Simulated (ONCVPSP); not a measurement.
# In (Z = 49), ONCV: configuration errors across variants

- Element: In (Z = 49)
- Generator: ONCVPSP 4.0.1
- Type: optimised norm-conserving Vanderbilt (ONCV)
- Functional: PBE
- Relativity: scalar-relativistic
- Frozen core: [Kr]
- Valence charge: 13
- Reference configuration: 4d10 5s2 5p0.75 (charge +0.25)
- Partial waves: 5s: rc 2.20 bohr, ncon 4, nbas 7, qcut 3 1/bohr, 3 projectors, debl 1.8 Ha; 5p: rc 2.10 bohr, ncon 4, nbas 7, qcut 3.1 1/bohr, 2 projectors, debl 0.6 Ha; 4d: rc 1.80 bohr, ncon 4, nbas 9, qcut 9.8 1/bohr, 2 projectors, debl 3.1 Ha
- Local potential: polynomial inside 1.35 bohr (lpopt 3, dvloc0 6 Ha)
- Core correction: none

All-electron excitation energies from the reference (eV): (1) 4d10 5s2 5p1 -0.796; (2) 4d10 5s2 5p0 4.568; (3) 4d10 5s1 5p0 23.803; (4) 4d10 5s1 5p1 11.161.

A true bound ghost makes a file unfit for plane-wave use even where its test errors are small: the radial tests pick states by their node count and pass the ghost by.

Errors AE − PS in meV (a dash: test not solved or not reliable):

```csv
change,(1),(2),(3),(4),bound ghosts,GHOST(+) flags above zero
base,+0.2,-0.5,+9.2,+0.4,none,"s, p"
p: qcut 1.9,+0.2,-0.4,+9.3,+0.4,none,"s, p"
p: qcut 2.1,+0.2,-0.4,+9.3,+0.4,none,"s, p"
p: qcut 2.4,+0.2,-0.5,+9.3,+0.4,none,"s, p"
p: qcut 2.7,+0.2,-0.5,+9.2,+0.4,none,"s, p"
p: qcut 3.3,+0.2,-0.5,+9.1,+0.4,none,"s, p"
p: qcut 3.8,+0.2,-0.5,+9.1,+0.3,p,s
p: qcut 4,+0.2,-0.5,+9.1,+0.3,p,s
p: qcut 4.7,+0.2,-0.5,+9.2,+0.3,p,s
```

Problem. Give the same row for: p: qcut 4.3.

Solution. +0.2, -0.5, +9.1, +0.3; bound ghosts: p; GHOST(+) flags above zero: s.
